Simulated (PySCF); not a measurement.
Sn(H)(F)2(OMe) (CH₄F₂OSn), SMILES C[O][SnH]([F])[F]. The structure is a stationary point at PBE-D3(BJ)/def2-SVP. The def2 effective core potentials stand for the cores of Sn; spin–orbit coupling is left out. One conformer was computed; it need not be the lowest.

Q: Give the equilibrium geometry at PBE-D3(BJ)/def2-SVP (PySCF confirms it by a frequency run) as Cartesian coordinates in Å, and its point group. (Estimate from the structure and the level; the computed values follow.)

A: One answer among several that fit: point group Cs.
```xyz
9

Sn     0.3946    -0.2810     0.0000
F      0.7977     0.8690    -1.5241
F      0.7977     0.8690     1.5241
O     -1.5596    -0.6288     0.0000
C     -2.4589     0.4763     0.0000
H      1.3244    -1.7182     0.0000
H     -2.3477     1.1194     0.9023
H     -3.4892     0.0625     0.0000
H     -2.3477     1.1194    -0.9023
```
